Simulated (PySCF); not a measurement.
H3NZn, SMILES [NH2][ZnH].

Geometry: PBE0-D3(BJ)/def2-TZVP.

Vertical ionisation energy (IE) and electron affinity (EA) in eV. Rows of orbital energies are one-electron estimates. Where ΔSCF, EOM or ADC give a negative EA the extra electron is unbound and the value depends on the basis.

```csv
level,IE,EA
"−ε(HOMO), −ε(LUMO), CAM-B3LYP/def2-TZVPD (PySCF)",8.28,-0.17
"−ε(HOMO), −ε(LUMO), PBE/def2-TZVPD (PySCF)",5.52,1.08
```
